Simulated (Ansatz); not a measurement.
`[CH3][GaH][SiH3]` + `C[AsH]C` → `C[As](C)[SiH3]` + `[CH3][GaH2]`  (cleavage of the Si–Ga bond)

Isolated molecules relaxed with PBE0-D4/def2-TZVP in Ansatz; ΔE leaves out vibrations. CCSD(T)/CBS is the MP2 limit (def2-TZVPP, def2-QZVPP) plus CCSD(T) − MP2 in def2-TZVPP, frozen cores. Functionals use def2-TZVPP. For As, Ga outer-core shells are correlated without core-valence functions, which leaves a few kJ/mol of doubt a bond. Scalar relativity is left out up to krypton.

```tsv
level	ΔE (kJ/mol)
revPBE-D4	-8.8
PBE0-D4	-6.7
r2SCAN0-D4	-8.3
revPBE	0.7
r2SCANh	-6.7
HF/def2-SVP	-3.5
HF/CBS(def2)	-5.2
MP2/CBS(def2)	-15.7
```

What does CCSD(T)/CBS give? (Best estimate.)

Ansatz gave: -8.4 kJ/mol. The listed levels differ from it by -0.4, 1.7, 0.1, 9.1, 1.7, 4.9, 3.2, -7.3 kJ/mol.

Largest T1 diagnostic among the species: 0.012.

The D4 term adds −6.6 kJ/mol with B3LYP and −3.6 kJ/mol with PBE0; it sums over pairs of atoms, weighted by their polarisabilities, and B3LYP, whose exchange is more repulsive, gets the larger term. From BLYP to BHLYP (50 % exact exchange), in def2-TZVPP and without D4, ΔE moves by −4.8 kJ/mol. At CCSD(T), def2-SVP lies +4.5 kJ/mol from the extrapolated value and def2-TZVPP +1.8 kJ/mol.

B3LYP here is the variant with VWN-RPA as its local correlation; programs differ in this.
